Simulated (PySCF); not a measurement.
# Radial density of Cu (copper, neutral)

UHF, [Ar] 3d9 4s1 5s1, high-spin 4D determinant (an excited configuration). Calculation: PySCF 2.14, in x2c-TZVPPall with one added diffuse shell each of s, p, d, f type (7s6p5d3f1g, 80 functions); scalar relativity by spin-free X2C-1e.

```csv
r (bohr),4πr²ρ (e/bohr),4πr²(ρα − ρβ)
0.000855,0.2263,0.0001
0.00144,0.5678,0.0002
0.00242,1.413,0.0006
0.00407,3.404,0.0014
0.00685,7.710,0.0032
0.0115,15.76,0.0062
0.0194,27.14,0.0098
0.0326,35.17,0.0094
0.0548,31.40,0.0025
0.0922,28.99,0.0149
0.155,40.00,0.0982
0.261,26.88,0.3533
0.439,18.78,0.9795
0.738,20.30,1.0163
1.24,6.209,0.5458
2.09,1.150,0.5378
3.51,0.2556,0.2255
5.91,0.1423,0.1423
9.93,0.1034,0.1034
16.7,0.001650,0.0016
```

Densities and radii are taken from the X2C orbitals without a picture-change correction, which distorts them close to the nucleus.

The outer electron is Rydberg-like, and this basis confines it to a smaller radius and binds it less than a complete one would.
